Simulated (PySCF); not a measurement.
Screening by computed properties: pick the candidate that meets the target.

Species are written as SMILES; each is one conformer at its optimised geometry, gas phase, non-relativistic unless stated. Electronic properties by PySCF.

Dipoles, sizes and rotational constants follow the conformer. The torsions of the flexible species, by atom-mapped SMILES:
- `[CH:1]#[C:2][C@@:3]1([F:4])[CH2:5][CH:6]=[C:7]1[CH:8][F:9]`: C6–C7–C8–F9 0°
- `[O:1]=[CH:2][C:3]([C:4]([F:5])=[C:6]([F:7])[F:8])[CH:9]([F:10])[F:11]`: O1–C2–C3–C4 180°, C2–C3–C4–F5 0°, C2–C3–C9–F10 121°
- `[CH3:1][CH2:2][NH:3][C:4]([CH3:5])[S-:6]`: C1–C2–N3–C4 177°, C2–N3–C4–C5 64°

Task: Wanted: smallest rotational constant below 1 GHz (GFN2-xTB) and isotropic g value below 2.004 (unrestricted B3LYP/pcH-1, mean-field spin–orbit), at GFN2-xTB geometries. Which candidate meets both?
A. `C#C[C@@]1(F)CC=C1[CH]F` [radical]
B. `O=C[C](C(F)=C(F)F)C(F)F` [radical]
C. `[CH2]c1ccc(F)c(F)c1` [radical]
D. `CCN[C](C)[S-]` [radical]

Result: C. Computed values:
| species | smallest rotational constant | isotropic g value |
| --- | --- | --- |
| O=C[C](C(F)=C(F)F)C(F)F [radical] | 0.627 GHz | 2.00466 |
| [CH2]c1ccc(F)c(F)c1 [radical] | 0.943 GHz | 2.00280 |
| C#C[C@@]1(F)CC=C1[CH]F [radical] | 1.047 GHz | 2.00338 |
| CCN[C](C)[S-] [radical] | 1.301 GHz | 2.00648 |
